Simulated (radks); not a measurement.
Results of a calculation; reference values are marked as such.
The sulfur anion S2-, [Ar], held by a Watson sphere: a shell of charge +2 at radius R that stands for the Madelung well of a crystal (potential energy -2/R inside, -2/r outside, in hartree with lengths in bohr). Code: a radial shooting solver on a logarithmic mesh with Libxc functionals. Model: non-relativistic Kohn-Sham, PBE, spin-polarised, spherical densities, point nucleus. Response by self-consistent Sternheimer equations with the Hartree and adiabatic LDA kernel. The sphere does not respond.

R (bohr)  e(2p) (eV)  e(3s) (eV)  e(3p) (eV)  <r> 3p (bohr)  sum of <r^2> (bohr^2)  X-ray form factor at sin(theta)/lambda = 0.1 1/angstrom  alpha (bohr^3)
1.95         -153.44     -18.535      -8.566          2.051                  38.87                                                   15.579           22.52
2.47         -153.24     -16.961      -7.484          2.188                  43.74                                                   15.349           30.40
2.77         -153.09     -16.166      -6.847          2.260                  46.47                                                   15.233           36.35
3.38         -152.63     -14.815      -5.645          2.391                  51.73                                                   15.036           52.18
3.48         -152.54     -14.624      -5.465          2.410                  52.56                                                   15.009           55.32
